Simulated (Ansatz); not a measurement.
Frontier orbitals of `[OH][Zn-]1[O]C=CC=[O+]1`.

Z-matrix (Å, degrees):
```
Zn
O 1 1.953
O 1 1.938 2 95.7
O 1 1.794 2 133.7 3 180.0
C 2 1.262 1 122.3 3 0.0
C 3 1.262 1 122.7 2 -0.0
H 4 0.959 1 113.4 2 0.3
C 5 1.392 2 127.5 1 -0.0
H 5 1.098 2 115.5 1 180.0
H 6 1.098 3 115.3 1 -180.0
H 8 1.082 5 117.9 2 -180.0
```

Charge 0, multiplicity 1. For Zn the d shell is correlated and the shells below it are frozen. Scalar relativity is left out up to krypton. Geometry: relaxed with PBE0-D4/def2-TZVP. It is one conformer, not always the lowest. Basis def2-TZVPP, Ansatz.

Orbital energies of one run (eV). Highest occupied ones, from the top: -6.35, -6.61, -6.84, -7.26, -8.29, -9.75, -10.04, -10.64, -10.90, -11.07, -11.50, -11.61, -11.85, -11.96. Empty: -3.25, -1.51, -0.55, 0.36, 0.55, 0.81.

Question: Which functional gave them?
A. r2SCANh
B. LDA (SPW92)
C. HSE06 (plane-wave form)
D. r2SCAN0

Answer: B. HOMO energies: LDA (SPW92) -6.35, r2SCAN0 -7.64, r2SCANh -6.92, HSE06 -7.06 eV.
